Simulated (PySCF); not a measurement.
**What settings do to a single point of [La(H2CO)]3+**

The sound run of [La(H2CO)]3+ (singlet) uses PySCF 2.14.0, RKS BP86, La lcecp-1-SVP with ECP46, O def2-SVP, C def2-SVP, H def2-SVP; non-relativistic Hamiltonian with scalar-relativistic core potentials where named; density fitting; no spin-orbit coupling, grid (50, 194), threshold 1e-8 Eh and 55 cycles, at the relaxed geometry:

```xyz
5

La    0.0000    0.0000   -0.3226
O     0.0000    0.0000    1.9103
C     0.0000    0.0000    3.1861
H     0.9788    0.0000    3.7356
H    -0.9788    0.0000    3.7356
```

There La1 has a Mulliken charge of 2.46 e and the dipole about the centre of mass is 3.90 D. Each run below changes one thing and starts from free metal ions and neutral atoms unless it says otherwise; with 55 cycles, smearing, a level shift and second-order steps follow where DIIS fails, and their cycles count. Energy shifts count from the sound run. On f atoms grids over 110 angular points are at least (60, 302).

| change | outcome | cycles | energy shift (eV) | largest force component (eV/Å) | charge on La1 (e) | dipole about the centre of mass (D) |
| --- | --- | --- | --- | --- | --- | --- |
| charge changed by -3, spin kept, limit 57 cycles | refused | – | – | – | – | – |

Q: One further run converged with energy shift (eV) 2.54, largest force component (eV/Å) 2.97, charge on La1 (e) 2.40, dipole about the centre of mass (D) 3.94. Which change was it?
A. threshold 0.001
B. grid (15, 26)
C. start from a density of up to 30 smeared cycles (not counted)

A: B.

Q: And the other changes listed?

A: 
```json
{"change": "start from a density of up to 30 smeared cycles (not counted)", "outcome": "converged", "cycles": "8", "energy shift (eV)": "0.0000", "largest force component (eV/Å)": "0.00", "charge on La1 (e)": "2.46", "dipole about the centre of mass (D)": "3.90"}
{"change": "threshold 0.001", "outcome": "converged", "cycles": "8", "energy shift (eV)": "0.0014", "largest force component (eV/Å)": "0.11", "charge on La1 (e)": "2.45", "dipole about the centre of mass (D)": "3.98"}
```

Unsound on purpose, so not properties of the compound: grid (15, 26).

Forces carry noise of the integration grid, about 0.01 to 0.03 eV/Å.
